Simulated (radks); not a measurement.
Results of a calculation; reference values are marked as such.
Valence configurations of Pb I. Level of theory: scalar-relativistic Kohn-Sham, PBE, spin-polarised, spherical densities, finite nucleus; open shells are filled with parallel spins first (spin-orbit coupling, left out, can overturn this in heavy ions); Fermi nuclear charge, rms radius 5.5012 fm (a radial shooting solver on a logarithmic mesh with Libxc functionals). Energies are relative to [Hg] 6p2; eigenvalues in eV for spin up.

[
 {"valence": "[Hg] 6p2", "E (eV)": "0.000", "moment (Bohr magnetons)": "2", "e(4f)": "-132.77", "e(5d)": "-21.128", "e(6p)": "-3.939", "e(6s)": "-12.379"},
 {"valence": "[Xe] 4f14 5d9 6s2 6p3", "E (eV)": "18.253", "moment (Bohr magnetons)": "4", "e(4f)": "-138.60", "e(5d)": "-25.724", "e(6p)": "-5.161", "e(6s)": "-14.617"},
 {"valence": "[Xe] 4f14 5d10 6s1 6p3", "E (eV)": "7.030", "moment (Bohr magnetons)": "4", "e(4f)": "-134.28", "e(5d)": "-22.706", "e(6p)": "-4.879", "e(6s)": "-13.777"},
 {"valence": "[Xe] 4f13 5d10 6s2 6p3", "E (eV)": "137.38", "moment (Bohr magnetons)": "4", "e(4f)": "-152.57", "e(5d)": "-27.142", "e(6p)": "-5.173", "e(6s)": "-14.709"},
 {"valence": "[Xe] 4f14 5d8 6s2 6p4", "E (eV)": "40.954", "moment (Bohr magnetons)": "4", "e(4f)": "-144.79", "e(5d)": "-30.469", "e(6p)": "-6.076", "e(6s)": "-16.558"},
 {"valence": "[Xe] 4f13.5 5d10 6s2 6p2.5", "E (eV)": "66.540", "moment (Bohr magnetons)": "3", "e(4f)": "-142.58", "e(5d)": "-24.111", "e(6p)": "-4.565", "e(6s)": "-13.557"},
 {"valence": "[Xe] 4f14 5d10 6p4", "E (eV)": "17.809", "moment (Bohr magnetons)": "2", "e(4f)": "-136.34", "e(5d)": "-24.448", "e(6p)": "-5.341", "e(6s)": "-"},
 {"valence": "[Xe] 4f13 5d10 6p5", "E (eV)": "158.52", "moment (Bohr magnetons)": "2", "e(4f)": "-156.19", "e(5d)": "-30.379", "e(6p)": "-6.112", "e(6s)": "-"},
 {"valence": "[Xe] 4f14 5d9.5 6s2 6p2.5", "E (eV)": "8.812", "moment (Bohr magnetons)": "3", "e(4f)": "-135.68", "e(5d)": "-23.440", "e(6p)": "-4.563", "e(6s)": "-13.521"}
]

NIST lists [Hg] 6p2 as the ground configuration; this level of theory agrees among the configurations tried. The energies are those of spherical high-spin densities, not of single terms.
